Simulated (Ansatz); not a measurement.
One change: `FB(S)Cl` becomes `C=NB(F)Cl`.

Ansatz, PBE0-D4/def2-TZVP geometries, multiplicity 1. Each molecule was computed in one conformer, which needn't be the lowest.

| property | `FB(S)Cl` |
| --- | --- |
| HOMO energy (PBE/def2-TZVPP) / eV | -7.14 |
| LUMO energy (ωB97M-V/def2-TZVPP) / eV | 1.49 |
| HOMO–LUMO gap (B3LYP/def2-TZVPP) / eV | 7.27 |
| LUMO energy (PBE/def2-TZVPP) / eV | -1.62 |
| zero-point energy (PBE0-D4/def2-TZVP) / kJ/mol | 47.2 |
| LUMO energy (B3LYP/def2-TZVPP) / eV | -0.85 |

(1) What does the change do to each property? (Best estimate.)

Answers

(1) Computed: 
| property | `C=NB(F)Cl` | shift |
| --- | --- | --- |
| HOMO energy (PBE/def2-TZVPP) / eV | -6.55 | 0.59 |
| LUMO energy (ωB97M-V/def2-TZVPP) / eV | 0.73 | -0.76 |
| HOMO–LUMO gap (B3LYP/def2-TZVPP) / eV | 5.91 | -1.36 |
| LUMO energy (PBE/def2-TZVPP) / eV | -2.67 | -1.05 |
| zero-point energy (PBE0-D4/def2-TZVP) / kJ/mol | 102.7 | 55.5 |
| LUMO energy (B3LYP/def2-TZVPP) / eV | -1.80 | -0.95 |

With PBE0 the HOMO rises by 0.45 eV and the LUMO falls by 0.90 eV, so the gap narrows by about 1.35 eV. PBE moves the HOMO by 0.59 eV and ωB97M-V by 0.34 eV. The zero-point energy changes by 55.5 kJ/mol with +6 modes.

B3LYP here is the variant with VWN-RPA as its local correlation; programs differ in this.
